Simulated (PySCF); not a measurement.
C2H7ClOSi, SMILES [C@@H](O)(C)[SiH2]Cl. The structure is a stationary point at PBE-D3(BJ)/def2-SVP. The structure was generated by enumeration; whether it is a known compound was not checked. Other conformers were not sampled.

Computed equilibrium geometry at PBE-D3(BJ)/def2-SVP (PySCF confirms it by a frequency run) as bond lengths and angles (one conformer of several):
Atoms: C1 C2 O3 Si4 Cl5 H6 H7 H8 H9 H10 H11 H12. Bonded distances (Å): C1–C2 1.531, C1–H6 1.112, C1–H7 1.109, C1–H8 1.109, C2–O3 1.430, C2–Si4 1.914, C2–H9 1.112, O3–H10 0.976, Si4–Cl5 2.082, Si4–H11 1.505, Si4–H12 1.506. Angles (°): C2–C1–H6 111.5, C2–C1–H7 111.8, C2–C1–H8 109.9, H6–C1–H7 107.5, H6–C1–H8 107.6, H7–C1–H8 108.4, C1–C2–O3 112.6, C1–C2–Si4 112.2, C1–C2–H9 109.1, O3–C2–Si4 109.8, O3–C2–H9 105.2, Si4–C2–H9 107.5, C2–O3–H10 107.1, C2–Si4–Cl5 110.5, C2–Si4–H11 112.9, C2–Si4–H12 107.4, Cl5–Si4–H11 108.2, Cl5–Si4–H12 108.1, H11–Si4–H12 109.7.
Charge 0, spin multiplicity 1.
